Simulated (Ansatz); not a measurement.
Born–Oppenheimer molecular dynamics of AlH₅N₂O (9 atoms, charge 0, multiplicity 1). It starts from a relaxed structure.

Theory: RKS B3LYP-D4/def2-SVP in Ansatz 0.2.0.

```json
{
  "ensemble": "NVT, Langevin thermostat",
  "time step": "1 fs",
  "steps asked": "500",
  "set temperature": "500 K",
  "friction": "0.01 /fs",
  "seed": "868135"
}
```

First frame:

```xyz
9
Properties=species:S:1:pos:R:3
Al 0.073 -0.160 0.024
N 0.005 0.113 1.778
H -0.833 0.084 2.349
H 0.804 0.334 2.363
N 1.588 0.026 -0.874
H 1.674 -0.150 -1.869
H 2.479 0.326 -0.495
O -1.299 -0.614 -0.885
H -2.178 -0.806 -0.552
```

(1) How far do the bonds stretch over the last three quarters of this one trajectory? (Pairs bonded in most of those frames.)

Answers

(1) 
```
  bond  mean (Å)  spread (Å)  shortest  longest
Al1–N2     1.780       0.036      1.71     1.88
Al1–N5     1.785       0.029      1.72     1.86
Al1–O8     1.710       0.038      1.63     1.80
 N2–H3     1.020       0.026      0.97     1.08
 N2–H4     1.023       0.038      0.93     1.11
 N5–H6     1.020       0.024      0.97     1.09
 N5–H7     1.022       0.029      0.96     1.09
 O8–H9     0.964       0.034      0.90     1.03
```

Mean temperature of the second half: 449 K. The mean temperature of the second half is 10 % below the set value. A run of 0.5 ps of so small a system gives no equilibrium averages.

Time of the run: 12 min on 2 threads of Arm Neoverse V1, with other jobs on the host, peak memory 0.16 GiB.
